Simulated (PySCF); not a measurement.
# Hartree-Fock beside MP2: BH3NOSi cation

These are calculations, not measurements. The program is PySCF 2.14.0, an open-source quantum chemistry code, run on an isolated molecule that a program drew, which may never have been made. The molecule is BH3NOSi cation (charge +1, singlet), drawn as the SMILES string `B=N[SiH+]O`.

The geometry was optimised and harmonic frequencies were computed with HF and MP2, all in the cc-pV(D+d)Z basis, for the commonest isotopes, with a restricted reference for singlets and an unrestricted one otherwise, and a frozen core in MP2. Each result is a local minimum of its method.

Geometry at the HF minimum:
```xyz
7
BH3NOSi cation, angstrom
B     0.2765   -0.6845    0.0241
N    -0.4062   -0.2792    1.0143
Si   -1.1452    0.2476    2.3429
O    -2.6964    0.4470    2.4676
H     0.8975   -1.0585   -0.8930
H    -0.4361    0.5885    3.5567
H    -3.3835    0.2982    1.8271
```

Lengths of the bonds as drawn, in Å (atoms numbered as above):
```
bond,HF,MP2
B1-N2,1.269,1.288
N2-Si3,1.609,1.634
Si3-O4,1.569,1.594
B1-H5,1.169,1.178
Si3-H6,1.447,1.454
O4-H7,0.951,0.973
```

Rotational constants, in GHz:
```
constant     HF    MP2
       A  29.72   29.9
       B  3.547  3.419
       C  3.169  3.068
```

Harmonic frequencies in cm^-1, each column in rising order, so a row needn't be the same motion in every method:
```
rank,HF,MP2
1,130,113
2,167,143
3,357,330
4,507,479
5,671,639
6,714,707
7,832,754
8,840,762
9,861,805
10,931,884
11,1131,1074
12,1894,?
13,2519,2449
14,3016,2928
15,4103,3816
```

**Estimate the missing MP2 frequency from the HF column.**

A single factor s that minimises the squared misfit of MP2 against s times HF over the other rows is sum(HF x MP2) / sum(HF^2) = 0.9483, with an rms misfit of 36 cm^-1. For rank 12 it gives 0.9483 x 1894 = 1796 cm^-1. The calculation gives 1812 cm^-1, 16 cm^-1 above the estimate. The drawn bonds are on average 1.4 % longer in MP2 than in HF.
